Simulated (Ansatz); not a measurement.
One change: `C[O][GeH2][SeH]` becomes `C[O][GeH2][C]#N`.

Ansatz, PBE0-D4/def2-TZVP geometries, multiplicity 1. Each molecule was computed in one conformer, which needn't be the lowest.

Scalar relativity is left out up to krypton.

```json
{"property": "size of the dipole moment (PBE/def2-TZVPP) / D", "`C[O][GeH2][SeH]`": "0.37"}
{"property": "HOMO energy (PBE/def2-TZVPP) / eV", "`C[O][GeH2][SeH]`": "-6.03"}
{"property": "HOMO–LUMO gap (PBE/def2-TZVPP) / eV", "`C[O][GeH2][SeH]`": "4.94"}
{"property": "size of the dipole moment (ωB97M-V/def2-TZVPP) / D", "`C[O][GeH2][SeH]`": "0.43"}
{"property": "LUMO energy (ωB97M-V/def2-TZVPP) / eV", "`C[O][GeH2][SeH]`": "1.66"}
{"property": "LUMO energy (B3LYP/def2-TZVPP) / eV", "`C[O][GeH2][SeH]`": "-0.49"}
```

(1) Give the same properties after the change, and the shifts. (Estimate.)

Results:

(1) The calculation gave: 
| property | `C[O][GeH2][C]#N` | shift |
| --- | --- | --- |
| size of the dipole moment (PBE/def2-TZVPP) / D | 4.53 | 4.16 |
| HOMO energy (PBE/def2-TZVPP) / eV | -6.88 | -0.85 |
| HOMO–LUMO gap (PBE/def2-TZVPP) / eV | 5.02 | 0.08 |
| size of the dipole moment (ωB97M-V/def2-TZVPP) / D | 4.72 | 4.29 |
| LUMO energy (ωB97M-V/def2-TZVPP) / eV | 1.07 | -0.59 |
| LUMO energy (B3LYP/def2-TZVPP) / eV | -1.15 | -0.66 |

With PBE0 the HOMO falls by 1.27 eV and the LUMO falls by 0.72 eV, so the gap widens by about 0.55 eV. PBE moves the HOMO by -0.85 eV and ωB97M-V by -1.49 eV. Dipoles are sizes alone; their direction can turn.

B3LYP here is the variant with VWN-RPA as its local correlation; programs differ in this.

Spin–orbit coupling is left out; it splits and shifts lone-pair levels of the heavy atoms by tenths of an eV.
